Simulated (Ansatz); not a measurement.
Species: CH5Ge, net charge 0, doublet state. It need not be the lowest isomer of its formula. 
Structure (B3LYP-D3(BJ)/def2-TZVP (Ansatz, a quantum-chemistry and plane-wave program) minimum search):
SMILES: [CH2][GeH3]
```xyz
7

Ge     0.2056     0.1820    -0.2140
C     -0.9386    -0.8253     0.9666
H      1.6122     0.3567     0.3997
H      0.3578    -0.5565    -1.5558
H     -0.3881     1.5813    -0.4550
H     -1.5371    -0.3466     1.7316
H     -0.9930    -1.9060     0.9285
```
Charge 0, spin multiplicity 2.

Parts of the frozen-core correlation energy in def2-SVPD (Ansatz, hartree). Frozen orbitals: 15; correlated occupied orbitals by spin: 7 and 6; virtual: 76 and 77. Open shells are spin-unrestricted. No spin-orbit coupling. No relativistic terms.

```
term                             value
-------------------------  -----------
reference (HF)             -2115.79930
MP2 opposite-spin                  ___
MP2 same-spin                      ___
CCSD correlation              -0.27176
(T)                                ___
T1 diagnostic                    0.012
largest doubles amplitude        0.019
<S^2> of the reference           0.763
```

Some entries are withheld; supply them.


- MP2 opposite-spin, value: -0.18846
- MP2 same-spin, value: -0.04107
- (T), value: -0.00704
